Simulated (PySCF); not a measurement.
Rb2: frontier orbitals

PBE0 at R = 4.286 Å; PySCF, spin-free X2C with a Gaussian nucleus, basis sets Rb x2c-TZVPall. State: ¹Σg⁺ (singlet), closed shell. Only the outer orbitals are listed.

```tsv
orbital	occ.	ε (eV)	main shells (%)
σg	2	-17.42	100 p
πu	2	-17.38	100 p
πu	2	-17.38	100 p
πg	2	-17.37	100 p
πg	2	-17.37	100 p
σu	2	-17.30	101 p
σg	2	-2.80	95 s
σu	0	-1.20	53 p, 43 s
πu	0	-0.57	95 p
πu	0	-0.57	95 p
```

Q: Which are the highest filled and the lowest empty level, where do they sit, and how wide is the gap?

A: Highest filled σg at -2.80 eV (in %: 95 s); lowest empty σu at -1.20 eV (in %: 53 p, 43 s); the gap at PBE0 is 1.60 eV.

- bond order (Mayer): 1.05
- ⟨S²⟩: 0.000
- polarisability along the bond: 805.7 bohr³
- polarisability across the bond: 446.0 bohr³

Shares are Mulliken populations and can fall outside 0 to 100 %.

Closed-shell solutions of metal pairs were not tested for spin polarisation, which can lower them a little.
